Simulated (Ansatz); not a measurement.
Harmonic frequencies (cm⁻¹) at PBE0-D4/def2-TZVP from Ansatz: 11, 129, 135, 321, 332, 503, 668, 675, 689, 720, 788, 829, 920, 1090, 1221, 1396, 1436, 1439, 1720, 3052, 3135, 3147, 3147, 3250.

(1) Which molecule is it?
A. `OC1C[SiH2]1`
B. `O=C/C=[CH]/[AlH2]`
C. `C#C[O][AlH][CH3]`
D. `C=[C]1[O][Al]1[CH3]`

Answers

(1) D.
